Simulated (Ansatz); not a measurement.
`[GeH3][CH]1N[SiH2]1` + `NC=O` → `O=C[NH][GeH3]` + `C1N[SiH2]1` at 400 K and 1 bar (ligand exchange at a Ge–C bond).

Isolated molecules relaxed with PBE0-D4/def2-TZVP in Ansatz; ΔE leaves out vibrations. CCSD(T)/CBS adds triple-zeta CCSD(T) − MP2 to the extrapolated MP2 energy (def2 sets, frozen cores). This one scheme is used for every species. For Ge outer-core shells are correlated without core-valence functions, which leaves a few kJ/mol of doubt a bond. Scalar relativity is left out up to krypton. One conformer a species, not always the lowest.

| species | CCSD(T)/CBS energy (Eh) | H − E (kJ/mol) | S (J/(mol·K)) |
| --- | --- | --- | --- |
| `[GeH3][CH]1N[SiH2]1` | -2462.10583 | 221.3 | 372.0 |
| `NC=O` | -169.73435 | 138.1 | 273.8 |
| `O=C[NH][GeH3]` | -2247.05298 | 184.1 | 347.1 |
| `C1N[SiH2]1` | -384.79623 | 175.1 | 290.7 |

H − E and S are ideal-gas, rigid-rotor, harmonic terms from PBE0-D4/def2-TZVP, for one conformer and one mirror image of each species. 1 Eh = 2625.50 kJ/mol, R = 8.31446 J/(mol·K).

By hand: ΔE, ΔH, ΔS and ΔG.

ΔE = (-2247.05298) + (-384.79623) − (-2462.10583) − (-169.73435) = -0.00903 Eh = -23.7 kJ/mol. Δ(H − E) = 184.1 + 175.1 − 221.3 − 138.1 = -0.2, so ΔH = -23.9 kJ/mol. ΔS = 347.1 + 290.7 − 372.0 − 273.8 = -8.0 J/(mol·K). ΔG = -23.9 − 400 × (-8.0)/1000 = -20.7 kJ/mol.

By hand: the equilibrium constant, and the temperature at which ΔG would vanish if ΔH and ΔS stayed fixed.

log₁₀ K = −ΔG/(RT ln 10) = 2.7. ΔG = 0 at ΔH/ΔS = 2988 K, far beyond where these terms or the molecules hold.

The number of gas molecules stays the same, so ΔS is small and ΔH decides. A doubt of 5 kJ/mol in ΔE shifts log₁₀ K by 0.7 here. Other conformers and mirror images would add mixing entropy, several J/(mol·K) or more a flexible species. These are equilibria of isolated gas molecules and say nothing of rates. Largest T1 diagnostic: 0.016 (customary marks: 0.02 for closed shells, 0.045 for open ones).
